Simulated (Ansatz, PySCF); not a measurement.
Gas-phase reaction in SMILES: CCOB(F)F [ethoxy(difluoro)borane] + 5 [H][H] (H2) -> B (BH3) + 2 C (CH4) + 2 F (HF) + O (H2O)
Structures are relaxed separately at B3LYP-D3(BJ)/def2-TZVP in Ansatz (a program for electronic structure), one conformer each, not searched for the lowest. Frequencies are from Ansatz or PySCF.

Property: energy of full hydrogenation (enthalpy at 298 K, with B3LYP-D3(BJ) rigid-rotor harmonic-oscillator terms), in kJ/mol. Correlated levels leave the core frozen unless marked. No spin-orbit coupling. No relativistic terms. CBS marks a two-point X^-3 extrapolation of the correlation energy; Hartree-Fock from the larger set.

```json
[
 {"level": "revPBE-D4/def2-TZVPD", "program": "Ansatz + dftd4", "energy of full hydrogenation (kJ/mol)": "(withheld)"},
 {"level": "r2SCAN/def2-TZVPD", "program": "Ansatz", "energy of full hydrogenation (kJ/mol)": "290.3"},
 {"level": "B3LYP/def2-TZVPD", "program": "Ansatz", "energy of full hydrogenation (kJ/mol)": "253.3"},
 {"level": "PBE0-D3(BJ)/def2-TZVP", "program": "Ansatz + dftd3", "energy of full hydrogenation (kJ/mol)": "276.6"},
 {"level": "PBE0-D3(BJ)/def2-TZVPD", "program": "Ansatz + dftd3", "energy of full hydrogenation (kJ/mol)": "254.8"},
 {"level": "PBE0-D4/def2-TZVPD", "program": "Ansatz + dftd4", "energy of full hydrogenation (kJ/mol)": "256.8"},
 {"level": "PBE0/def2-TZVP", "program": "Ansatz", "energy of full hydrogenation (kJ/mol)": "268.9"},
 {"level": "LC-wPBE-D3(BJ)/def2-TZVPD", "program": "Ansatz + dftd3", "energy of full hydrogenation (kJ/mol)": "255.5"},
 {"level": "LC-wPBE/def2-TZVPD", "program": "Ansatz", "energy of full hydrogenation (kJ/mol)": "247.0"},
 {"level": "B2GP-PLYP/def2-TZVPD", "program": "Ansatz", "energy of full hydrogenation (kJ/mol)": "267.1"},
 {"level": "PBE-QIDH/def2-TZVPD", "program": "Ansatz", "energy of full hydrogenation (kJ/mol)": "261.2"},
 {"level": "SCS-MP2/aug-cc-pVTZ", "program": "Ansatz", "energy of full hydrogenation (kJ/mol)": "252.9"},
 {"level": "CCSD/cc-pVDZ", "program": "Ansatz", "energy of full hydrogenation (kJ/mol)": "(withheld)"},
 {"level": "CCSD/cc-pVTZ", "program": "Ansatz", "energy of full hydrogenation (kJ/mol)": "264.3"},
 {"level": "CCSD(T)/CBS(cc-pVTZ,cc-pVQZ)", "program": "Ansatz", "energy of full hydrogenation (kJ/mol)": "262.4"}
]
```

Q: What belongs in the gaps?

A: 
- revPBE-D4/def2-TZVPD, energy of full hydrogenation (kJ/mol): 272.1
- CCSD/cc-pVDZ, energy of full hydrogenation (kJ/mol): 269.8
